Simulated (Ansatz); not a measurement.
Ansatz (a first-principles code) input (CCSD(T)/def2-SVPD):

Ansatz 0.2 input:
```yaml
crystal:
  periodic: [false, false, false]
  atoms:
    - {symbol: Te, position_ang: [-0.00000000, -0.00000000, -0.57649326]}
    - {symbol: Cl, position_ang: [0.00000000, 0.00000000, 1.76339116]}
basis:
  gaussian:
    orbitals: def2-SVPD
magnetization: {spin_polarized: true, initial_magnetization: 1}
correlation: {method: ccsd_t, electrons: outside_noble_gas}
output: {forces: true}
```

End of the output:

```
mean field evaluation 256: about -19762.1028 eV, gradient 7.7e0 eV
mean field -19765.39271333 eV, -726.3647847506 hartree, gradient 1.7e-6 eV, S^2 0.760373; 7 other end points of the search recorded, 0 dependent functions left out
determinant -19765.39271333 eV, -726.3647847506 hartree, with singles and doubles -19772.13243598 eV, -726.6124649896 hartree
determinant -19763.29505618 eV, -726.2876972720 hartree, with singles and doubles -19769.99296076 eV, -726.5338407253 hartree
determinant -19763.26435096 eV, -726.2865688762 hartree, with singles and doubles -19769.92781235 eV, -726.5314465656 hartree
determinant -19761.96538657 eV, -726.2388328152 hartree, with singles and doubles -19769.04639811 eV, -726.4990551897 hartree
14 core orbitals not correlated
reference -19765.39271333 eV, -726.3647847506 hartree; 7, 6 occupied and 41, 42 virtual orbitals, 689 factors
densities: 0.22 GiB planned
second order -6.08788843 eV of doubles, -0.00000000 eV of singles
coupled cluster: 0.17 GiB planned
cycle   1  -6.73939463 eV  change   -1.2e-1 eV  update   2.0e-2
cycle   2  -6.75015908 eV  change   -1.1e-2 eV  update   5.0e-3
cycle   3  -6.75171601 eV  change   -1.6e-3 eV  update   2.2e-3
cycle   4  -6.75204030 eV  change   -3.2e-4 eV  update   5.9e-4
cycle   5  -6.75199425 eV  change    4.6e-5 eV  update   2.4e-4
cycle   6  -6.75205121 eV  change   -5.7e-5 eV  update   1.1e-4
cycle   7  -6.75206080 eV  change   -9.6e-6 eV  update   5.2e-5
cycle   8  -6.75207167 eV  change   -1.1e-5 eV  update   2.0e-5
cycle   9  -6.75207681 eV  change   -5.1e-6 eV  update   9.1e-6
cycle  10  -6.75207836 eV  change   -1.5e-6 eV  update   3.1e-6
cycle  11  -6.75207895 eV  change   -5.9e-7 eV  update   1.1e-6
cycle  12  -6.75207896 eV  change   -1.6e-8 eV  update   4.3e-7
perturbative correction -0.20623529 eV, -0.0075790072 hartree
the calculation of the forces begins
mean field evaluation 288: about -19765.3927 eV, gradient 1.7e-6 eV
Total energy: -19772.35102759 eV, -726.6204980831 hartree
Atom 0 at    -0.000000    -0.000000    -0.576493 Å, force    -0.000000    -0.000000    -0.890487 eV/Å
Atom 1 at     0.000000     0.000000     1.763391 Å, force    -0.000000     0.000000     0.890487 eV/Å
Dipole moment:     0.000000     0.000000    -0.337364 e Å
```
